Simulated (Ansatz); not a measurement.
Gas-phase reaction R1 + R2 → P1 + P2, each structure at its B3LYP-D3(BJ)/def2-TZVP stationary point, reached from a drawn start (curvature not checked).
P1: Cl atom, charge 0, multiplicity 2.
R1: F atom, charge 0, multiplicity 2.
R2, HCl (SMILES Cl) (charge 0, multiplicity 1):
```xyz
2

Cl     0.000     0.000     0.641
H      0.000     0.000    -0.641
```
P2, HF (SMILES F) (charge 0, multiplicity 1):
```tsv
atom	x (Å)	y (Å)	z (Å)
F	0.0000	0.0000	0.4622
H	0.0000	0.0000	-0.4622
```

P less R. No zero-point or thermal terms; singlets are restricted closed shells; open shells are unrestricted; no spin–orbit coupling.

Correlated levels freeze the cores.

The values were computed with Ansatz (Gaussian basis) for Hartree–Fock, density functionals and correlated methods. All values are computed, each at the level named.

**Question.** What reaction energy does MP2/aug-cc-pV(Q+d)Z give?

**Answer.** -38.1 kcal/mol

**Question.** Give the reaction energy at the level MP2/aug-cc-pV(D+d)Z.

**Answer.** -36.8 kcal/mol

**Question.** Estimate the reaction energy that CAM-B3LYP/def2-TZVPPD returns for this input.

**Answer.** -34.8 kcal/mol

Ansatz is a quantum-chemistry and plane-wave program.
